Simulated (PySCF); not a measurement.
## `F[C@H](Br)[C@@H]1C[C@@H]1F`, C4H5BrF2

Molfile (atoms numbered from 1):
```
C4H5BrF2
     RDKit          3D

 12 12  0  0  0  0  0  0  0  0999 V2000
    2.3518   -0.3130   -0.3062 F   0  0  0  0  0  0  0  0  0  0  0  0
    1.3233    0.3367    0.2932 C   0  0  2  0  0  0  0  0  0  0  0  0
    1.8601    0.6851    2.1552 Br  0  0  0  0  0  0  0  0  0  0  0  0
    0.0707   -0.4848    0.2561 C   0  0  2  0  0  0  0  0  0  0  0  0
   -0.7421   -0.4948   -1.0170 C   0  0  0  0  0  0  0  0  0  0  0  0
   -1.2524    0.2188    0.1879 C   0  0  2  0  0  0  0  0  0  0  0  0
   -1.2420    1.5787    0.1628 F   0  0  0  0  0  0  0  0  0  0  0  0
    1.2127    1.3120   -0.1919 H   0  0  0  0  0  0  0  0  0  0  0  0
    0.1283   -1.3992    0.8339 H   0  0  0  0  0  0  0  0  0  0  0  0
   -1.2178   -1.4142   -1.3172 H   0  0  0  0  0  0  0  0  0  0  0  0
   -0.3886    0.1127   -1.8365 H   0  0  0  0  0  0  0  0  0  0  0  0
   -2.1028   -0.1388    0.7537 H   0  0  0  0  0  0  0  0  0  0  0  0
  1  2  1  0
  2  3  1  0
  2  4  1  0
  4  5  1  0
  5  6  1  0
  6  7  1  0
  6  4  1  0
  2  8  1  6
  4  9  1  1
  5 10  1  0
  5 11  1  0
  6 12  1  1
M  END
```

Theory: TDDFT BHandHLYP/def2-SVPD circular dichroism and optical rotation, one conformer, gas phase in PySCF. Geometry: GFN2-xTB.

The molecule is flexible and this is one conformer; a measurement averages over conformers. The calculation is non-relativistic, which matters for the atoms heavier than Zn. States above about 9.4 eV (minus the energy of the highest occupied orbital) lie near or above the ionisation threshold and depend on the basis.

Stereocentres: C2 R, C4 R, C6 S.

Task: Give the optical rotatory dispersion at 633, 589.3, 546, 436, 405, 365, 355 nm.

Result: [α] in deg dm⁻¹ (g/mL)⁻¹:
| λ (nm) | origin-invariant length gauge | modified velocity gauge | length gauge (centre of mass) | isotropic polarisability (au) |
| --- | --- | --- | --- | --- |
| 633 | +65.8 | +77.7 | +65.5 | 69.4 |
| 589.3 | +76.9 | +90.8 | +76.6 | 69.6 |
| 546 | +91.2 | +107.5 | +90.8 | 69.9 |
| 436 | +153.3 | +180.6 | +152.7 | 71.1 |
| 405 | +183.3 | +215.8 | +182.6 | 71.6 |
| 365 | +238.2 | +280.1 | +237.3 | 72.6 |
| 355 | +256.0 | +301.0 | +255.1 | 72.8 |

Task: And for the mirror image at 589.3 nm?

Result: -76.9 deg dm⁻¹ (g/mL)⁻¹ (origin-invariant length gauge): the same size and the opposite sign.

Task: What is the molar rotation [Φ] = [α]·M/100 of the geometry above at 589.3 nm?

Result: With M = 170.99 g/mol, +131.6 deg cm² dmol⁻¹ (origin-invariant length gauge).

The first excitation lies at 6.28 eV (197 nm) with R = +2.0 × 10⁻⁴⁰ esu² cm² (velocity form).
